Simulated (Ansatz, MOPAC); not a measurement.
Molecule: CaOH, charge 0, multiplicity 2. SMILES: [OH][Ca]

Atoms: Ca1, O2, H3. Bonds: Ca1-O2, O2-H3.

Bond lengths (Å) and angles (degrees) optimised at AM1 with MOPAC; PBE/6-31G* with LANL2DZ past Ar with Ansatz (a program for electronic structure); B3LYP/LANL2DZ with Ansatz; MP2/6-31G* with LANL2DZ past Ar with Ansatz, each started from the B3LYP-D3(BJ)/def2-TZVP structure (Ansatz) of the last column. A row stands for all coordinates that are equal there. 6-31G* holds six Cartesian d functions. No wavenumbers were computed at PBE/6-31G* with LANL2DZ past Ar, B3LYP/LANL2DZ, MP2/6-31G* with LANL2DZ past Ar, so these may be saddle points.

| coordinate | AM1 | PBE/6-31G* with LANL2DZ past Ar | B3LYP/LANL2DZ | MP2/6-31G* with LANL2DZ past Ar | B3LYP-D3(BJ)/def2-TZVP |
|---|---|---|---|---|---|
| Ca1-O2 | 2.003 | 2.104 | 2.096 | 2.102 | 1.979 |
| O2-H3 | 0.945 | 0.966 | 0.964 | 0.958 | 0.955 |
| Ca1-O2-H3 | 180.0 | 180.0 | 180.0 | 180.0 | 180.0 |

Mean signed difference of all 2 bond lengths from B3LYP-D3(BJ)/def2-TZVP: AM1 0.007 Å, PBE/6-31G* with LANL2DZ past Ar 0.068 Å, B3LYP/LANL2DZ 0.063 Å, MP2/6-31G* with LANL2DZ past Ar 0.063 Å.
